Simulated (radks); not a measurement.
Values are calculated unless marked as measured or tabulated.
Question: Mean orbital radii <r> (bohr) of the tellurium ion Te37+, [Ne] 3s2 3p3, of relativity; Dirac values are averaged over j with weights 2j + 1. Spin-unpolarised spherical Kohn-Sham, PBE, point nucleus unless stated (finite: rms radius 4.7423 fm), a radial shooting solver on a logarithmic mesh with Libxc functionals. A level marked "c x" has the speed of light scaled by that factor and shares open shells by 2j + 1; other Dirac levels either fill j = l - 1/2 first or share by 2j + 1.

| shell | non-rel. |
|---|---|
| 1s | 0.02923 |
| 2s | 0.1242 |
| 2p | 0.1057 |
| 3s | 0.2997 |
| 3p | 0.2855 |
| 3d (empty) | 0.2488 |
| 4s (empty) | 0.5581 |

Give the values at the level "Dirac, c x 0.85".

Answer: 
shell       Dirac, c x 0.85  change of magnitude (%)
1s                  0.02722                    -6.88
2s                   0.1153                    -7.20
2p                   0.1018                    -3.68
3s                   0.2840                    -5.25
3p                   0.2776                    -2.76
3d (empty)           0.2470                    -0.71
4s (empty)           0.5357                    -4.01
